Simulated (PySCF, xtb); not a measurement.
trans-(1R,2R)-1-ethenyl-2-methylcyclopropane (C₆H₁₀), SMILES C=C[C@H]1C[C@H]1C. The values are those of a single conformer.

Harmonic wavenumbers (cm⁻¹) from GFN2-xTB (xtb) at its own minimum, in rising order: 76, 156, 200, 264, 352, 421, 531, 665, 814, 846, 873, 888, 943, 967, 1018, 1025, 1062, 1081, 1090, 1116, 1129, 1176, 1246, 1305, 1346, 1394, 1413, 1431, 1477, 1493, 1499, 1706, 3012, 3018, 3022, 3031, 3039, 3048, 3088, 3101, 3111, 3123.

**Question.** What does PySCF 2.14.0 with PBE-D3(BJ)/def2-SVP give at its own minimum? (The exact figures need the calculation; the answer reports its results.)

**Answer.** 83, 189, 213, 260, 347, 423, 530, 658, 756, 786, 824, 884, 895, 910, 975, 988, 1016, 1044, 1072, 1078, 1095, 1151, 1199, 1270, 1319, 1344, 1366, 1388, 1410, 1417, 1443, 1666, 2966, 3046, 3057, 3059, 3061, 3068, 3076, 3078, 3151, 3170. Paired by order, the mean absolute difference is 34 cm⁻¹ and the zero-point energies are 88.1 and 86.8 kcal/mol.
